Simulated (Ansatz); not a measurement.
This geometry of C2H6Ge (9 atoms, charge 0, multiplicity 1) is a first-order saddle point.

These are results of RKS PBE/def2-SVP (Ansatz 0.2.0), not measurements.

```xyz
9
Properties=species:S:1:pos:R:3
C -0.939 0.920 -0.907
C 0.226 0.676 -0.279
Ge 0.589 -0.948 0.755
H -1.784 0.209 -0.885
H -1.106 1.849 -1.480
H 1.031 1.431 -0.340
H 2.027 -0.888 1.335
H 0.464 -2.207 -0.145
H -0.420 -1.088 1.928
```

Q: Which two structures does it join? (They come from a converged band through this point; their orientation in space is the band's.)

A: No bond is made or broken. The dihedral C1–C2–Ge3–H8 goes from 0 to 120°. The two ends are copies of one structure, up to a mirror image or an exchange of like atoms.

Image 0:

```xyz
9
Properties=species:S:1:pos:R:3
C -0.783 0.834 -1.106
C 0.064 0.756 -0.062
Ge 0.550 -0.923 0.808
H -1.262 -0.061 -1.540
H -1.038 1.799 -1.578
H 0.514 1.686 0.333
H 2.083 -1.160 0.723
H -0.195 -2.084 0.097
H 0.155 -0.895 2.310
```

Image 8:

```xyz
9
Properties=species:S:1:pos:R:3
C -0.947 1.057 -0.717
C 0.259 0.489 -0.530
Ge 0.583 -0.968 0.729
H -1.842 0.728 -0.162
H -1.097 1.882 -1.435
H 1.121 0.859 -1.115
H 1.637 -0.550 1.790
H 1.126 -2.220 -0.013
H -0.751 -1.324 1.437
```

Q: How far does it lie above each of them?

A: 4.7 kJ/mol above the first and 4.7 kJ/mol above the second. This is the barrier of this one path; another mechanism may lie lower.

The run took 93 s on 1 thread of Arm Neoverse V2, with other jobs on the host, peak memory 0.12 GiB.
